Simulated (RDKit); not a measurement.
Job for RDKit: MMFF94 on C5H8 (SMILES C=CC(=C)C), a point of a torsion scan.

```python
from rdkit import Chem
from rdkit.Chem import AllChem, rdDetermineBonds

blocks = [
'''13

C     1.09301191    1.55548799   -0.62824833
C     0.29156056    1.05443465    0.30012947
C    -0.29550797   -0.28740890    0.26293414
C     0.38460107   -1.34974878   -0.15335345
C    -1.69824434   -0.38546722    0.78683720
H     1.38750238    0.98067653   -1.49041333
H     1.48787214    2.55509189   -0.56110796
H    -0.02109160    1.67324756    1.13277940
H     1.40304820   -1.27240023   -0.49277597
H    -0.05240930   -2.33395208   -0.16739750
H    -2.07478263   -1.40167091    0.70576582
H    -2.35569273    0.27974520    0.22775170
H    -1.73054057   -0.08219596    1.83317289
''',
]
mol = None
for b in blocks:
    f = Chem.MolFromXYZBlock(b)
    rdDetermineBonds.DetermineBonds(f, charge=0)
    mol = f if mol is None else Chem.CombineMols(mol, f)
Chem.SanitizeMol(mol)
print(Chem.MolToSmiles(Chem.RemoveHs(mol)))
ff = AllChem.MMFFGetMoleculeForceField(mol, AllChem.MMFFGetMoleculeProperties(mol), nonBondedThresh=100.0, ignoreInterfragInteractions=False)
e = ff.CalcEnergy()
print(f'MMFF94 energy {e:.6f} kcal/mol')
```

Output:

```
C=CC(=C)C
MMFF94 energy 10.425937 kcal/mol
```

The run finished.

Cost: about 0.010 core-seconds (a rough figure).
